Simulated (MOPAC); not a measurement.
Job for MOPAC: AM1 on HgN, 2S+1 = 4, a spin state set in the input, which need not be the lowest, a point of a bond scan (R = 3.659 Å).

```
AM1 1SCF PRECISE CHARGE=0 UHF MS=1.5 THREADS=1
HgN

Hg     0.00000000 1     0.00000000 1     0.00000000 1
N      0.00000000 1     0.00000000 1     3.65902000 1
```

It printed:

```
*******************************************************************************
 **                                                                           **
 **                              MOPAC v23.2.5                                **
 **                                                                           **
 *******************************************************************************
 ** MOPAC's Digital Object Identifier: https://doi.org/10.5281/zenodo.6511958 **
 **                                                                           **
 ** Please cite the open-source release paper for use of this MOPAC version:  **
 ** J. E. Moussa and J. J. P. Stewart (2026)                                  **
 ** MOPAC: An open-source semiempirical molecular orbital program             **
 ** J. Open Source Softw., 11(119), 8025, https://doi.org/10.21105/joss.08025 **
 *******************************************************************************

                              AM1 CALCULATION RESULTS

 *******************************************************************************
 *  AM1        - The AM1 Hamiltonian to be used
 *  UHF        - UNRESTRICTED HARTREE-FOCK CALCULATION
 *
 *
 *
 *                 CHARGE ON SYSTEM = 0
 *
 *
 *
 *  MS=        - IN MECI, MAGNETIC COMPONENT OF SPIN =  1.5
 *  PRECISE    - TIGHTER CRITERIA TO BE USED
 *  1SCF       - DO 1 SCF AND THEN STOP
 *  THREADS=1  - MULTI-THREADING NOT USED
 *  T=         - A TIME OF 172800.0 SECONDS REQUESTED
 *  DUMP=N     - RESTART FILE WRITTEN EVERY 7200.0 SECONDS REQUESTED
 *******************************************************************************
AM1 1SCF PRECISE CHARGE=0 UHF MS=1.5 THREADS=1
 HgN

   ATOM   CHEMICAL          X               Y               Z
  NUMBER   SYMBOL      (ANGSTROMS)     (ANGSTROMS)     (ANGSTROMS)

     1      Hg          0.00000000  *   0.00000000  *   0.00000000  *
     2       N          0.00000000  *   0.00000000  *   3.65902000  *



          CARTESIAN COORDINATES

    NO.       ATOM           X           Y           Z

     1        Hg          0.0000      0.0000      0.0000
     2         N          0.0000      0.0000      3.6590

  N: (AM1): M.J.S. DEWAR ET AL, J. AM. CHEM. SOC. 107 3902-3909 (1985)
 Hg: (AM1): M.J.S.Dewar and C.Jie, Organometallics 8, 1547, (1989)

           Empirical Formula: N Hg  =     2 atoms



      MOLECULAR POINT GROUP   :   C*v


          UHF CALCULATION, NO. OF ALPHA ELECTRONS =    5
                           NO. OF BETA  ELECTRONS =    2

 -------------------------------------------------------------------------------
 AM1 1SCF PRECISE CHARGE=0 UHF MS=1.5 THREADS=1
 HgN



     1SCF WAS SPECIFIED, SO BFGS WAS NOT USED
     SCF FIELD WAS ACHIEVED


                              AM1 CALCULATION
                                                       MOPAC v23.2.5 Linux




          FINAL HEAT OF FORMATION =        130.44878 KCAL/MOL =     545.79768 KJ/MOL


          COSMO AREA              =         79.04 SQUARE ANGSTROMS
          COSMO VOLUME            =         54.31 CUBIC ANGSTROMS

          IONIZATION POTENTIAL    =          9.126250 EV
          ALPHA SOMO LUMO (EV)    =         -9.126  6.196
          BETA  SOMO LUMO (EV)    =         -9.138  1.108
          NO. OF ALPHA ELECTRONS  =          5
          NO. OF BETA  ELECTRONS  =          2
          MOLECULAR WEIGHT        =        214.5967         POINT GROUP:  C*v

          MOLECULAR DIMENSIONS (Angstroms)

            Atom       Atom       Distance
            N     2   Hg     1     3.65902
            N     2   Hg     1     0.00000
           Hg     1    N     2     0.00000


          SCF CALCULATIONS        =          1





   ATOM   CHEMICAL          X               Y               Z
  NUMBER   SYMBOL      (ANGSTROMS)     (ANGSTROMS)     (ANGSTROMS)

     1      Hg          0.00000000  *   0.00000000  *   0.00000000  *
     2       N          0.00000000  *   0.00000000  *   3.65902000  *

                             CARTESIAN COORDINATES

   1   Hg        0.000000000     0.000000000     0.000000000
   2    N        0.000000000     0.000000000     3.659020000


           Empirical Formula: N Hg  =     2 atoms



      MOLECULAR POINT GROUP   :   C*v


          ALPHA EIGENVALUES
 -29.71489 -13.22143 -13.19704 -13.19704  -9.12625   6.19626   6.19765   6.19765


           BETA EIGENVALUES
 -20.30577  -9.13848   1.10817   1.17091   1.17091   6.20076   6.20076   6.25415


              NET ATOMIC CHARGES AND DIPOLE CONTRIBUTIONS

  ATOM NO.   TYPE          CHARGE      No. of ELECS.   s-Pop       p-Pop
    1         Hg          -0.000653        2.0007     1.99871     0.00194
    2          N           0.000653        4.9993     1.99931     3.00003
 DIPOLE           X         Y         Z       TOTAL
 POINT-CHG.     0.000     0.000     0.011     0.011
 HYBRID         0.000     0.000    -0.024     0.024
 SUM            0.000     0.000    -0.013     0.013


          ATOMIC ORBITAL ELECTRON POPULATIONS

     Atom    s        px        py        pz
    1 Hg   1.99871   0.00002   0.00002   0.00189
    2  N   1.99931   0.99998   0.99998   1.00008


                    (SZ)    =    1.500000
                    (S**2)  =    3.750058


          ATOMIC ORBITAL SPIN POPULATIONS

    Atom   Total    s     px     py     pz
         Atomic
    1 Hg  0.0023  0.001  0.000  0.000  0.001
    2  N  2.9977  0.000  1.000  1.000  0.998

 **********************
 *                    *
 * JOB ENDED NORMALLY *
 *                    *
 **********************




 == MOPAC DONE ==
```

The run finished.

Cost: about 0.03 core-seconds (a rough figure).
